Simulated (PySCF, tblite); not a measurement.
Isomers of C4H8O2Si. Method: GFN2-xTB as coded in tblite; computed harmonic values from a numerical Hessian at the method's own geometry, unscaled. The method is semi-empirical: single wavenumbers can be off by several per cent or more. Modes of hydrogen on silicon can be 10 to 20 % off. One conformer each.

Electronic energies: PBE0/pcSseg-1 single points on the GFN2-xTB geometries (PySCF, gas phase).

```
                SMILES  electronic energy, lowest = 0 (kcal/mol)
  CO[C@]1(C=O)C[SiH2]1                                      40.4
C[C@@H]1OCC(=O)[SiH2]1                                      16.7
   O=C[C@H]1COC[SiH2]1                                      13.4
        C=CO[SiH2]CC=O                                       0.0
```

**Question.** How do GFN2-xTB zero-point energies change the relative energies?

**Answer.** 
```
                SMILES  ZPE (kcal/mol)  of it from modes above 1550 cm⁻¹  electronic (kcal/mol)  with ZPE, lowest = 0 (kcal/mol)  lowest mode (cm⁻¹)  rings
        C=CO[SiH2]CC=O            67.9                              37.4                    0.0                              0.0                  49      0
   O=C[C@H]1COC[SiH2]1            69.3                              33.9                   13.4                             14.8                  67      1
C[C@@H]1OCC(=O)[SiH2]1            69.2                              34.5                   16.7                             17.9                  65      1
  CO[C@]1(C=O)C[SiH2]1            67.7                              34.7                   40.4                             40.2                  96      1
```

The zero-point energies span 1.6 kcal/mol, from `CO[C@]1(C=O)C[SiH2]1` to `O=C[C@H]1COC[SiH2]1`. The order is unchanged.

**Question.** And how do the electronic energies of GFN2-xTB itself compare?

**Answer.** `C=CO[SiH2]CC=O` 0.0; `O=C[C@H]1COC[SiH2]1` 20.7; `C[C@@H]1OCC(=O)[SiH2]1` 22.7; `CO[C@]1(C=O)C[SiH2]1` 44.5 kcal/mol, lowest = 0. Against the energies above, taken from the same isomer `C=CO[SiH2]CC=O`, the largest difference is 7.3 kcal/mol.

**Question.** What do entropy and thermal enthalpy add at 298.15 K and 1 bar (rigid rotor, harmonic oscillator, one conformer each)?

**Answer.** 
```json
{"SMILES": "C=CO[SiH2]CC=O", "point group": "C1", "symmetry number": "1", "S (cal/(mol K))": "95.1", "H − H(0) (kcal/mol)": "6.40", "ZPE + H − H(0) − TS (kcal/mol)": "45.9"}
{"SMILES": "O=C[C@H]1COC[SiH2]1", "point group": "C1", "symmetry number": "1", "S (cal/(mol K))": "87.0", "H − H(0) (kcal/mol)": "5.54", "ZPE + H − H(0) − TS (kcal/mol)": "48.9"}
{"SMILES": "C[C@@H]1OCC(=O)[SiH2]1", "point group": "C1", "symmetry number": "1", "S (cal/(mol K))": "87.3", "H − H(0) (kcal/mol)": "5.72", "ZPE + H − H(0) − TS (kcal/mol)": "48.8"}
{"SMILES": "CO[C@]1(C=O)C[SiH2]1", "point group": "C1", "symmetry number": "1", "S (cal/(mol K))": "91.2", "H − H(0) (kcal/mol)": "6.24", "ZPE + H − H(0) − TS (kcal/mol)": "46.7"}
```
